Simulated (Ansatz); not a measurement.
`[Cl][Ga]([Cl])[SeH]` + `ClBCl` → `ClB(Cl)[SeH]` + `[Cl][GaH][Cl]` at 500 K and 1 bar (formal exchange of groups at the Se–Ga bond).

Gas-phase electronic energies from Ansatz, PBE0-D4/def2-TZVP geometries. CBS: MP2 limit from def2 TZ/QZ plus the TZ coupled-cluster correction, frozen cores. This one scheme is used for every species. For Ga, Se outer-core shells are correlated without core-valence functions, which leaves a few kJ/mol of doubt a bond. Scalar relativity is left out up to krypton. One conformer a species, not always the lowest.

| species | CCSD(T)/CBS energy (Eh) | H − E (kJ/mol) | S (J/(mol·K)) |
| --- | --- | --- | --- |
| `[Cl][Ga]([Cl])[SeH]` | -5244.95427 | 67.2 | 411.0 |
| `ClBCl` | -945.02167 | 62.1 | 296.7 |
| `ClB(Cl)[SeH]` | -3345.76079 | 72.1 | 365.9 |
| `[Cl][GaH][Cl]` | -2844.19972 | 52.5 | 334.9 |

H − E and S are ideal-gas, rigid-rotor, harmonic terms from PBE0-D4/def2-TZVP, for one conformer and one mirror image of each species. 1 Eh = 2625.50 kJ/mol, R = 8.31446 J/(mol·K).

Task: By hand: ΔE, ΔH, ΔS and ΔG.

Result: ΔE = (-3345.76079) + (-2844.19972) − (-5244.95427) − (-945.02167) = 0.01543 Eh = 40.5 kJ/mol. Δ(H − E) = 72.1 + 52.5 − 67.2 − 62.1 = -4.7, so ΔH = 35.8 kJ/mol. ΔS = 365.9 + 334.9 − 411.0 − 296.7 = -6.9 J/(mol·K). ΔG = 35.8 − 500 × (-6.9)/1000 = 39.2 kJ/mol.

Task: By hand: the equilibrium constant, and the temperature at which ΔG would vanish if ΔH and ΔS stayed fixed.

Result: log₁₀ K = −ΔG/(RT ln 10) = -4.1. ΔH and −TΔS have one sign here, so there is no such temperature.

The number of gas molecules stays the same, so ΔS is small and ΔH decides. A doubt of 5 kJ/mol in ΔE shifts log₁₀ K by 0.5 here. Other conformers and mirror images would add mixing entropy, several J/(mol·K) or more a flexible species. These are equilibria of isolated gas molecules and say nothing of rates. Largest T1 diagnostic: 0.012 (customary marks: 0.02 for closed shells, 0.045 for open ones).

ΔS is within the doubt of such terms, so its sign, and with it that verdict, could turn.
